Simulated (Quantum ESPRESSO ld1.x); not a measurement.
Question: Coherent X-ray form factor from a spherical all-electron density. All-electron calculation, Dirac Kohn-Sham, PBE, spin-unpolarised, spherical densities, point nucleus. Program: ld1.x of Quantum ESPRESSO 7.5.

sin(theta)/lambda (1/angstrom),f0 (electrons)
0.05,70.585
0.1,69.376
0.15,67.473
0.2,65.026
0.25,62.202
0.3,59.169
0.4,53.022
0.5,47.342
0.6,42.395
0.8,34.485
1,28.444
1.25,22.811
1.5,18.986
2,14.776

The species is in the configuration that NIST lists as its ground one. Which atom or ion scatters so?

Answer: The gold ion Au8+, [Xe] 4f14 5d3. Extrapolating in s^2 from the first two rows gives f0(0) = 71.0, near the electron count 71; among species with that count, the fall with angle is slower the higher Z, and the table is that of Z = 79; from so few rows the species is fixed only to a neighbour or two.
